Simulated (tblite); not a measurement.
C3H3ClFSi (doublet state).
SMILES with atom numbers: `[F:1][C@@H:2]1[C:3]([SiH2:4])=[C:5]1[Cl:6]` (hydrogens: H7 on C2; H8, H9 on Si4)

Geometry (GFN2-xTB, Å), atoms numbered from 1 in this order:
```xyz
9
C3H3ClFSi angstrom
F     -1.1295   -1.9779    0.2224
C     -1.1048   -0.7029   -0.3200
C      0.0711    0.1853    0.0070
Si     1.8462    0.3886   -0.1836
C     -1.1191    0.4510    0.5727
Cl    -2.0438    1.3821    1.6176
H     -1.5790   -0.7471   -1.2951
H      2.5438   -0.4419   -1.1400
H      2.5287    1.4690    0.4939
```

All values are computed: GFN2-xTB (tblite) harmonic vibrations without scaling, gas phase. This tight-binding method is rough: wavenumbers can miss measured ones by several per cent, in bad cases by 10 to 20. Modes of hydrogen on silicon can be 10 to 20 % off. One conformer, not necessarily the lowest. Open shells enter through the occupations alone, without spin polarisation, and single modes of such species can be off by tens of per cent.

Harmonic wavenumbers (cm⁻¹): 99.8, 113.0, 138.6, 199.4, 213.1, 294.5, 425.5, 437.5, 517.7, 564.2, 659.1, 729.4, 914.8, 960.8, 1083.3, 1171.5, 1264.2, 1703.2, 2416.7, 2429.0, 2991.5.

A = 2892, B = 1478, C = 1020 MHz; mass 120.968 u (most abundant isotopes); point group C1, symmetry number 1; spin multiplicity 2.

**Question.** Zero-point energy?

**Answer.** ½Σν̃ = 9663 cm⁻¹ = 27.63 kcal/mol.

**Question.** Give the ideal-gas entropy at 350 K and 1 bar in the rigid-rotor, harmonic-oscillator model (classical rotation).

**Answer.** Translation 41.11, rotation 29.17, vibration 22.28, spin (R ln 2) 1.38: S = 93.9 cal/(mol K).

**Question.** And Cp and H(350 K) − H(0)?

**Answer.** Cp = 29.72 cal/(mol K), of which vibrations give 21.77 (their classical limit is 21 R = 41.7); H(350 K) − H(0) = 6.98 kcal/mol without the zero-point energy, 4.20 from vibrations.

**Question.** What must be added to the electronic energy to get the Gibbs energy at 350 K and 1 bar?

**Answer.** ZPE + [H(350 K) − H(0)] − T·S = 27.63 + 6.98 − 32.88 = 1.73 kcal/mol.

**Question.** How do the functions run with temperature in this model?

**Answer.** 
```csv
T (K),S (cal/(mol K)),Cp (cal/(mol K)),H − H(0) (kcal/mol),G − H(0) (kcal/mol),ln q(vib)
50,57.2,10.9,0.44,-2.42,0.12
100,66.3,15.6,1.11,-5.53,0.76
298.15,89.3,27.5,5.49,-21.15,4.27
373.15,95.9,30.6,7.68,-28.10,5.57
500,105.4,34.5,11.82,-40.88,7.66
750,120.4,39.5,21.13,-69.19,11.32
1000,132.3,42.6,31.42,-100.83,14.48
```

q(vib) and H(0) count from the zero-point level.

**Question.** Which modes carry the vibrational entropy at 350 K?

**Answer.** 99.8 cm⁻¹: 3.77; 113.0 cm⁻¹: 3.53; 138.6 cm⁻¹: 3.13; 199.4 cm⁻¹: 2.44; 213.1 cm⁻¹: 2.31; 294.5 cm⁻¹: 1.72 cal/(mol K); the other 15 give 5.37 together.

Hindered rotation and anharmonicity are outside this model. Other conformers, if any are populated, would add a mixing term that is left out. The structure is chiral; the term R ln 2 for an equal mix with its mirror image is left out.
